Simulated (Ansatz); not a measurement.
## How methods differ on BH3Br− (SMILES [H][B-]([H])([H])Br)

The species is BH3Br− (5 atoms), meant as a singlet with charge -1. As SMILES, `[H][B-]([H])([H])Br`. Geometry: relaxed at GFN2-xTB.

Quantity: the vertical detachment energy (to the doublet neutral), in eV. The values are calculated.

```
          level                    kind  program  value (eV)  less FCI/STO-3G  CPU time (all runs)
     PBE/STO-3G                     GGA   Ansatz        0.61            +0.31                  7 s
    PBE0/STO-3G           global hybrid   Ansatz        0.98            +0.68                7.9 s
 r2SCAN0/STO-3G         hybrid meta-GGA   Ansatz        1.12            +0.82                 29 s
   wB97X/STO-3G  range-separated hybrid   Ansatz        1.19            +0.89                 79 s
  B2PLYP/STO-3G           double hybrid   Ansatz        0.80            +0.50                9.4 s
    CCSD/STO-3G   coupled cluster or CI   Ansatz        0.32            +0.02                  1 s
CCSDT(Q)/STO-3G   coupled cluster or CI   Ansatz        0.30             0.00                3.3 s
     FCI/STO-3G      exact in the basis   Ansatz        0.30             0.00                 90 s
```

FCI/STO-3G is exact within its basis and frozen core, so for wave-function methods in that basis the difference is their error; functionals converge differently with the basis, so for them it is only a difference. All-electron rows without a relativistic Hamiltonian named are non-relativistic. Spin-orbit coupling, which can split open shells on such heavy atoms by tenths of an eV, is left out. Sets without diffuse functions describe the anion poorly. The values span 0.30 to 1.19 eV. All rows use very small basis sets, so even the best lies far from the true value. In the correlated wave-function rows the outer d shell of Br is correlated, in sets not made for it. Times are those of the runs behind each value, whatever else they computed, on shared processors of several kinds: orders of magnitude only.
